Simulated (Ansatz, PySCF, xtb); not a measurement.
Reaction (SMILES): [SiH3]O[SiH](Cl)Cl + 4 [H][H] (H2) → 2 Cl (HCl) + O (H2O) + 2 [SiH4] (SiH4)
Structures are relaxed separately at B3LYP-D3(BJ)/def2-TZVP in Ansatz (a program for electronic structure), one conformer each, not searched for the lowest. Frequencies are from Ansatz or PySCF.

Wanted: energy of full hydrogenation (0 K, with B3LYP-D3(BJ) harmonic zero-point energies), in kJ/mol. Cores are frozen in the correlated levels unless marked. Spin-orbit coupling is left out. No relativistic terms. CBS(X,Y): correlation extrapolated as X^-3; Hartree-Fock from the larger set. [CCSD(T)-MP2]/basis is that difference in the basis named.

```json
[
 {"level": "GFN2-xTB", "program": "xtb", "energy of full hydrogenation (kJ/mol)": "278.0"},
 {"level": "PBE/def2-TZVPD", "program": "Ansatz", "energy of full hydrogenation (kJ/mol)": "322.2"},
 {"level": "BLYP/def2-TZVPD", "program": "Ansatz", "energy of full hydrogenation (kJ/mol)": "322.4"},
 {"level": "B97M-V/def2-TZVPD", "program": "Ansatz", "energy of full hydrogenation (kJ/mol)": "354.3"},
 {"level": "PBE0/def2-SVP", "program": "Ansatz", "energy of full hydrogenation (kJ/mol)": "301.9"},
 {"level": "PBE0-D4/def2-TZVP", "program": "Ansatz + dftd4", "energy of full hydrogenation (kJ/mol)": "355.7"},
 {"level": "BHLYP-D4/def2-TZVPD", "program": "Ansatz + dftd4", "energy of full hydrogenation (kJ/mol)": "364.4"},
 {"level": "BHLYP/def2-TZVPD", "program": "Ansatz", "energy of full hydrogenation (kJ/mol)": "337.2"},
 {"level": "r2SCAN0-D4/def2-TZVPD", "program": "Ansatz + dftd4", "energy of full hydrogenation (kJ/mol)": "369.1"},
 {"level": "r2SCAN0/def2-TZVPD", "program": "Ansatz", "energy of full hydrogenation (kJ/mol)": "363.5"},
 {"level": "wB97X-V/def2-TZVPD", "program": "Ansatz", "energy of full hydrogenation (kJ/mol)": "350.6"},
 {"level": "B2GP-PLYP-D4/def2-TZVPD", "program": "Ansatz + dftd4", "energy of full hydrogenation (kJ/mol)": "372.7"},
 {"level": "RI-MP2/aug-cc-pV(T+d)Z", "program": "Ansatz", "energy of full hydrogenation (kJ/mol)": "378.6"},
 {"level": "SCS-MP2/cc-pV(Q+d)Z", "program": "Ansatz", "energy of full hydrogenation (kJ/mol)": "375.1"},
 {"level": "CCSD/aug-cc-pV(D+d)Z", "program": "Ansatz", "energy of full hydrogenation (kJ/mol)": "251.7"},
 {"level": "CCSD/aug-cc-pV(T+d)Z", "program": "Ansatz", "energy of full hydrogenation (kJ/mol)": "335.4"},
 {"level": "CCSD/CBS(cc-pV(T+d)Z,cc-pV(Q+d)Z)", "program": "Ansatz", "energy of full hydrogenation (kJ/mol)": "358.0"},
 {"level": "CCSD(T)/aug-cc-pV(T+d)Z", "program": "Ansatz", "energy of full hydrogenation (kJ/mol)": "345.3"},
 {"level": "RI-MP2/CBS(aug-cc-pV(T+d)Z,aug-cc-pV(Q+d)Z)+[CCSD(T)-MP2]/aug-cc-pV(D+d)Z", "program": "Ansatz", "energy of full hydrogenation (kJ/mol)": "362.7"},
 {"level": "RI-MP2/CBS(cc-pV(T+d)Z,cc-pV(Q+d)Z)+[CCSD(T)-MP2]/cc-pV(Q+d)Z", "program": "Ansatz", "energy of full hydrogenation (kJ/mol)": "366.5"},
 {"level": "CCSD(T)/CBS(cc-pV(T+d)Z,cc-pV(Q+d)Z)", "program": "Ansatz", "energy of full hydrogenation (kJ/mol)": "369.9"}
]
```
